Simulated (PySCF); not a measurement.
# CaH: script and output

File input.py (PySCF 2.14):

```python
from pyscf import gto, scf

mol = gto.M(
    atom='Ca 0 0 0; H 0 0 1.719',
    basis='x2c-svpall',
    charge=0,
    spin=1,
    symmetry=True,
    verbose=3,
)
mf = scf.ROHF(mol)
mf = mf.sfx2c1e()
mf.kernel()
mf.dip_moment()
print('orbital energies (hartree):', mf.mo_energy[..., max(0, mol.nelec[1]-3):mol.nelec[0]+3].round(4))
```

```bash
$ OMP_NUM_THREADS=1 python input.py
```

The log:

```
converged SCF energy = -680.051577482128
Dipole moment(X, Y, Z, Debye):  0.00000,  0.00000, -2.58391
orbital energies (hartree): [-1.3011 -1.2998 -0.3446 -0.0741  0.0868  0.0995  0.0995]
```

In short: E(SCF) = -680.051577 Eh, μz(SCF) = -2.58 D.

Run time: 0.68 s on 1 thread of Arm Neoverse V2 (shared host).

The bond length is a typed value, not an optimised one. No search for the lowest solution was made.
